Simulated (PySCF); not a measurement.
**Partial charges of [CrO2S2]2-**

[CrO2S2]2- (charge -2 and singlet state).
Z-matrix (Å and degrees, PBE0-D3(BJ)/def2-SVP geometry), rows numbered from 1:
```
Cr
O   1  1.5818
O   1  1.5795  2  109.08
S   1  2.1275  2  109.13  3  -118.75
S   1  2.1267  2  109.18  3   118.58
```

Density: PBE0/pcSseg-1 (pcSseg-2 on Cr) (PySCF); schemes: Mulliken, IAO, Hirshfeld and ESP-fitted. Whether so highly charged an anion holds all its electrons in the gas phase wasn't checked; a finite basis holds them in any case. The ion is multiply charged and computed without counter-ions or solvent. The pcSseg-1 basis has no diffuse functions, a weakness for an anion. The HOMO energy is positive at this level (+3.57 eV), so the outermost electrons may be held by the finite basis alone.

Q: At which atom do the 4 schemes differ most?

A: At Cr1: from +0.136 (Hirshfeld) to +1.205 e (IAO), 1.069 e apart.

Q: Which atoms carry the highest charge in the Mulliken, IAO, Hirshfeld and ESP-fitted schemes?

A: All schemes agree: Mulliken Cr1 (+0.586); IAO Cr1 (+1.205); Hirshfeld Cr1 (+0.136); ESP-fitted Cr1 (+0.743).

Q: Give the atomic charges in each scheme.

A: In e:

```
atom                     environment  Mulliken     IAO  Hirshfeld  ESP-fitted
 Cr1  chromium bonded to 2 O and 2 S    +0.586  +1.205     +0.136      +0.743
  O2             oxygen bonded to Cr    -0.501  -0.662     -0.417      -0.538
  O3             oxygen bonded to Cr    -0.497  -0.657     -0.414      -0.533
  S4             sulfur bonded to Cr    -0.794  -0.944     -0.652      -0.836
  S5             sulfur bonded to Cr    -0.793  -0.943     -0.652      -0.835
```

Mean size of the charges over all atoms: IAO 0.882 e, ESP-fitted 0.697 e, Mulliken 0.634 e, Hirshfeld 0.454 e. Each set sums to the total charge, -2, to within 0.001 e. The IAO scheme projects the occupied orbitals on a minimal set of polarised atomic orbitals and counts the electrons in each atom's part of it. The Mulliken scheme gives each basis function's population to the atom it is centred on and halves the overlap population of two atoms between them.

Q: How many electrons does the Hirshfeld scheme count on S5?

A: Z − q = 16 − (-0.652) = 16.652.

Q: Sum the charges by element, for elements with more than one atom.

A: 
```json
{"element": "O", "atoms": "2", "Mulliken": "-0.999", "IAO": "-1.319", "Hirshfeld": "-0.831", "ESP-fitted": "-1.071"}
{"element": "S", "atoms": "2", "Mulliken": "-1.587", "IAO": "-1.886", "Hirshfeld": "-1.304", "ESP-fitted": "-1.671"}
```
The closed-shell solution of the metal species wasn't tested for stability.
